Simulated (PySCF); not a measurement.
AsH₅OSi. Atoms are numbered in the order given.

```xyz
8

Si    -1.2874     0.0467     0.0971
O     -1.6098     1.6483     0.4301
As     1.0103    -0.4867    -0.1373
H     -1.8330    -0.7212     1.2488
H     -1.9518    -0.4049    -1.1671
H     -1.2554     2.2941    -0.1881
H      1.3951     0.4374     1.0133
H      1.2086     0.6148    -1.1766
```

Coordinates come from a PBE0-D3(BJ)/def2-SVP optimisation. Other conformers were not sampled.

All values below come from TDA-CAM-B3LYP/def2-SVPD (PySCF).

Vertical excitations. The molecule is in vacuum.

```
state  energy (eV)  λ (nm)      f                                                                    main pairs
-----  -----------  ------  -----  ----------------------------------------------------------------------------
S1            6.27     198  0.042                                              HOMO→LUMO 69 %, HOMO→LUMO+3 24 %
S2            6.45     192  0.034                                            HOMO→LUMO+1 67 %, HOMO→LUMO+3 18 %
S3            6.50     191  0.016          HOMO→LUMO+3 50 %, HOMO→LUMO 18 %, HOMO→LUMO+1 12 %, HOMO→LUMO+2 11 %
S4            7.06     176  0.335                                                              HOMO→LUMO+2 71 %
S5            7.68     161  0.018                        HOMO−1→LUMO+1 44 %, HOMO−2→LUMO 18 %, HOMO−1→LUMO 17 %
S6            7.73     160  0.010        HOMO→LUMO+4 37 %, HOMO−1→LUMO+1 30 %, HOMO−1→LUMO 8 %, HOMO→LUMO+6 6 %
S7            7.85     158  0.058                        HOMO→LUMO+4 39 %, HOMO−1→LUMO 31 %, HOMO−1→LUMO+1 11 %
S8            7.91     157  0.001    HOMO−2→LUMO 26 %, HOMO→LUMO+5 24 %, HOMO−1→LUMO+3 14 %, HOMO−2→LUMO+1 11 %
S9            7.99     155  0.015      HOMO→LUMO+5 26 %, HOMO−1→LUMO 19 %, HOMO−2→LUMO 16 %, HOMO−1→LUMO+3 11 %
S10           8.29     150  0.160  HOMO−1→LUMO+3 30 %, HOMO−1→LUMO+2 19 %, HOMO−2→LUMO+1 13 %, HOMO→LUMO+5 10 %
T1            5.46     227      0                                                              HOMO→LUMO+1 75 %
T2            5.63     220      0                                              HOMO→LUMO+3 72 %, HOMO→LUMO 15 %
T3            6.03     206      0                                              HOMO→LUMO 69 %, HOMO→LUMO+3 16 %
T4            6.29     197      0                                            HOMO→LUMO+2 73 %, HOMO→LUMO+1 12 %
```
Triplets are in the Tamm–Dancoff approximation.
